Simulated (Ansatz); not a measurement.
Molecule: C6H13S (charge 0, doublet). It need not be the lowest isomer of its formula. SMILES: CCCC[CH]SC
Coordinates optimised at B3LYP-D3(BJ)/def2-TZVP (Ansatz, a first-principles code):
```
C
H 1 1.0952
H 1 1.1024 2 105.29
C 1 1.4916 2 110.59 3 -119.35
H 4 1.0833 1 119.10 2 -150.70
C 1 1.5294 2 108.92 3 116.54
H 6 1.0945 1 109.10 2 64.99
H 6 1.0953 7 106.24 1 -117.56
C 6 1.5261 7 109.58 8 -118.02
H 9 1.0949 6 109.22 7 -179.61
H 9 1.0950 10 106.12 6 -117.58
C 9 1.5259 10 109.57 11 -118.17
H 12 1.0915 9 111.50 10 58.04
H 12 1.0926 13 107.76 9 -122.13
H 12 1.0927 13 107.75 14 -115.77
S 4 1.7187 5 112.31 1 160.71
C 16 1.8132 4 103.66 5 170.06
H 17 1.0883 16 111.53 4 64.04
H 17 1.0886 18 109.02 16 -116.88
H 17 1.0894 18 110.09 19 -119.86
```
Charge 0, spin multiplicity 2.

Quantity: atomisation energy (electronic, to ground-state atoms), in kcal/mol. Cores are frozen in the correlated levels unless marked. Open shells are spin-unrestricted. Spin-orbit coupling is left out. Non-relativistic. The coupled-cluster limit lacks core correlation, which all-electron functionals hold. CBS(X,Y): correlation extrapolated as X^-3; Hartree-Fock from the larger set. [CCSD(T)-MP2]/basis is that difference in the basis named.

```
level      program  atomisation energy (kcal/mol)
---------  -------  -----------------------------
HF/6-31G*   Ansatz                         1386.9
```

Estimate the value at RI-MP2/CBS(cc-pV(T+d)Z,cc-pV(Q+d)Z)+[CCSD(T)-MP2]/cc-pV(T+d)Z as computed with Ansatz.

1845.4 kcal/mol, so HF/6-31G* differs from it by -458.5 kcal/mol.
